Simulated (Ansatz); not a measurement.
`[CH3][Nb]([OH])([OH])=[S]`. Charge 0, multiplicity 1. Correlated methods include outer-core shells of Nb, which these sets cover unevenly. Nb: def2 effective core potential.

```xyz
10

C     0.964   -0.452   -1.115
Nb   -0.328    0.091    0.503
O     0.057    1.882    0.933
O    -2.093   -0.154   -0.101
S     0.175   -1.251    2.100
H     2.014   -0.340   -0.829
H     0.798   -1.491   -1.413
H     0.754    0.202   -1.969
H     0.437    2.280    1.718
H    -2.779   -0.766    0.172
```

Problem. Give the diagnostics of a CCSD(T)/def2-TZVPP run (frozen core, the Gaussian-basis code of Ansatz). (An estimate is asked.)

Solution. The calculation gave: T1 = 0.0228, largest single amplitude 0.050, largest double 0.038, (T) share of the correlation energy 5.1 %, 12 CCSD cycles. The RHF solution is stable towards an unrestricted one. T1 lies over the customary mark of 0.02 for closed shells; compounds of d metals often pass it without a breakdown.
